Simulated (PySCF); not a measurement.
## Spin-rotation constants: (HAlNH)3 ring

Geometry:
```csv
atom,x (Å),y (Å),z (Å)
Al1,-0.345,-1.613,-0.800
H2,-0.631,-2.955,-1.466
N3,1.349,-1.054,-0.499
Al4,1.733,0.528,0.289
H5,3.173,0.968,0.531
N6,0.336,1.568,0.779
Al7,-1.387,1.085,0.511
H8,-2.540,1.990,0.932
N9,-1.685,-0.515,-0.278
H10,2.118,-1.658,-0.786
H11,0.528,2.465,1.224
H12,-2.648,-0.810,-0.437
```

Computed with PySCF 2.14.0, GIAO KT2/def2-SVP magnetisability, rotational g tensor and spin-rotation constants, non-relativistic, gas phase. Geometry: GFN2-xTB.

(1) Give the nuclear spin-rotation constants along the inertial axes (H = +C I·J) beside the isotropic shieldings.

## Answers

(1) Rotational constants 2.1808, 2.1789, 1.0899 GHz.
```csv
atom,isotope,Caa (kHz),Cbb (kHz),Ccc (kHz),mean (kHz),σ (ppm)
Al1,27Al,1.279,1.278,0.642,1.066,420.9
H2,1H,-0.049,-0.049,-0.080,-0.059,26.8
N3,14N,0.155,0.155,0.041,0.117,190.7
Al4,27Al,1.278,1.277,0.642,1.066,421.1
H5,1H,-0.049,-0.049,-0.080,-0.059,26.8
N6,14N,0.155,0.155,0.041,0.117,190.7
Al7,27Al,1.278,1.277,0.642,1.066,421.0
H8,1H,-0.049,-0.049,-0.080,-0.059,26.8
N9,14N,0.155,0.155,0.041,0.117,190.7
H10,1H,-0.058,-0.058,-0.149,-0.088,28.8
H11,1H,-0.058,-0.058,-0.149,-0.088,28.8
H12,1H,-0.058,-0.058,-0.149,-0.088,28.8
```
Where two moments of inertia are equal or nearly so, the constants along those axes are given as their average.
For the geometry as given, no vibrational averaging.
